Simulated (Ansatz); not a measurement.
Consider the ligand exchange at the Si–S bond: `CCBS[SiH3]` + dimethylamine → `CN(C)[SiH3]` + `CCBS`.

Computed with Ansatz on PBE0-D4/def2-TZVP structures; ΔE is electronic, products minus reactants. CCSD(T)/CBS adds triple-zeta CCSD(T) − MP2 to the extrapolated MP2 energy (def2 sets, frozen cores). This one scheme is used for every species. Functionals use def2-TZVPP. B3LYP here is the variant with VWN-RPA as its local correlation; programs differ in this. One conformer a species, not always the lowest.

`CCBS[SiH3]`:

Z-matrix (Å, degrees):
```
C
C 1 1.529
H 1 1.093 2 111.2
H 1 1.092 2 111.5 3 -119.9
H 1 1.093 2 111.2 3 119.6
B 2 1.560 1 114.1 3 -65.0
H 2 1.094 1 110.9 3 62.8
H 2 1.102 1 108.7 3 178.4
S 6 1.792 2 120.7 1 139.1
H 6 1.201 2 120.5 1 -42.1
Si 9 2.148 6 99.2 2 177.4
H 11 1.484 9 107.1 6 179.1
H 11 1.483 9 110.3 6 59.8
H 11 1.483 9 110.4 6 -61.6
```

`CNC`:

Cartesian coordinates in Å:
```
C 0.892 0.599 -0.554
N 0.437 -0.343 0.443
C -1.003 -0.396 0.545
H 1.980 0.561 -0.633
H 0.618 1.613 -0.248
H 0.465 0.432 -1.558
H 0.800 -1.264 0.236
H -1.378 0.565 0.910
H -1.298 -1.160 1.268
H -1.514 -0.607 -0.410
```

`CN(C)[SiH3]`:

Cartesian coordinates in Å:
```
C 0.759 -1.260 -0.034
N 0.203 0.070 0.009
C 0.060 0.593 1.345
Si -0.760 0.667 -1.281
H 0.123 -2.005 0.468
H 1.740 -1.281 0.457
H 0.900 -1.582 -1.069
H 1.030 0.602 1.859
H -0.635 0.003 1.962
H -0.309 1.621 1.316
H -2.169 0.162 -1.316
H -0.116 0.262 -2.558
H -0.826 2.147 -1.156
```

`CCBS`:

Z-matrix (Å, degrees):
```
C
C 1 1.529
H 1 1.093 2 111.3
H 1 1.092 2 111.1 3 -119.5
H 1 1.093 2 111.6 3 120.0
B 2 1.561 1 114.1 3 64.6
H 2 1.101 1 108.7 3 -178.5
H 2 1.095 1 110.6 3 -63.1
S 6 1.778 2 125.5 1 -139.5
H 6 1.198 2 121.2 1 42.0
H 9 1.346 6 98.9 2 1.8
```

```
      species  B3LYP energy (Eh)
 `CCBS[SiH3]`         -794.31859
        `CNC`         -135.22475
`CN(C)[SiH3]`         -425.96543
       `CCBS`         -503.57578
```

(1) Work out ΔE.

Largest T1 diagnostic among the species: 0.012.

## Answers

(1) ΔE = (-425.96543) + (-503.57578) − (-794.31859) − (-135.22475) = 0.00213 Eh = +1.3 kcal/mol. CCSD(T)/CBS gives +1.8 kcal/mol.

Leaving LDA and LC-ωPBE aside and taking each functional with its dispersion term where it has one, the values, not all of them listed here, spread over 2.8 kcal/mol, from CAM-B3LYP-D4 to HSE06-D4. LDA lies −2.4 kcal/mol from PBE without D4. At CCSD(T), def2-SVP lies −1.8 kcal/mol from the extrapolated value and def2-TZVPP −0.7 kcal/mol.
